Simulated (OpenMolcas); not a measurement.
## Computed transition rates of Ge I

```
Program             : OpenMolcas
Method              : SS-RASPT2, IPEA 0.25 Eh, imaginary shift 0.1 Eh (closed shells correlated: 3d)
Basis               : ANO-RCC-VTZP [6s5p3d1f]
Scalar Hamiltonian  : DKH2, point nucleus
Active space        : 4 electrons in 9 orbitals (RAS2 4s 4p; RAS3 4d, at most 2 electrons)
State averaging     : 2S+1 = 3 even, 3 roots; 2S+1 = 1 even, 6 roots; 2S+1 = 5 odd, 1 root; 2S+1 = 3 odd, 5 roots
Spin-orbit coupling : state interaction with AMFI integrals over the reference wave functions, term energies averaged over their components
```

Rates come from the transition moments of the reference wave functions (E1 and E2 in the length form). At fixed line strength A goes as λ^-3 for E1 and M1 and as λ^-5 for E2, so a rate at the computed wavelength can be rescaled to the measured one. Measured vacuum wavelengths follow from level energies in NIST Handbook of Basic Atomic Spectroscopic Data. Branching counts decays inside the model space alone, at computed energies, and the table is only a selection of the E2 and M1 lines, drawn from those between levels with measured partners whose computed energy lies within a factor of 1.5 of the measured one.

```
      Upper        Lower  Type  λ computed (nm)  λ measured (nm)  A computed (s-1)  A rescaled (s-1)  Branching %
4s² 4p² ³P₁  4s² 4p² ³P₀    M1            20300            17950          2.15e-03          3.11e-03        100.0
4s² 4p² ³P₂  4s² 4p² ³P₁    M1            12640            11730          6.66e-03          8.33e-03        100.0
4s² 4p² ¹D₂  4s² 4p² ³P₂    M1             1295             1750          1.08e-01                           68.1
4s² 4p² ¹D₂  4s² 4p² ³P₂    E2             1295             1750          1.67e-03                            1.0
4s² 4p² ¹D₂  4s² 4p² ³P₁    M1             1174             1522          4.87e-02                           30.6
4s² 4p² ¹S₀  4s² 4p² ¹D₂    E2             1006             1082          1.38e+00          9.59e-01         49.8
4s² 4p² ¹S₀  4s² 4p² ³P₂    E2            566.1            668.6          5.42e-02                            2.0
4s² 4p² ¹S₀  4s² 4p² ³P₁    M1            541.8            632.5          1.34e+00                           48.2
```

Spin-changing lines and M1 lines between different terms are not rescaled, since their strength hangs on the term gaps too.

The largest correction is for 4s² 4p² ³P₁ → 4s² 4p² ³P₀ (M1): 2.15e-03 × (20300 / 17950)^3 = 3.11e-03 s-1, a factor of 1.45.

No measured rate stands beside these. Rescaling mends the energy factor alone: line strengths can still be far off where a level mixes with configurations outside the active space, and weak or spin-changing lines hang on small mixing coefficients that depend on the term gaps too, so rescaling need not improve them.

Active for correlation alone: 4d; no level in the range computed is led by a configuration that fills it, so any true level of that kind is missing. Some terms miss by over 15 % even with CASPT2, which points to a basis or an active space too small for the shells correlated. Measured partners are found by configuration, term and J. A level has none where our copy of the source lacks it or the pairing is in doubt (some pairs that miss far off the trend of their configuration count as doubtful). Only configurations of the active space appear.
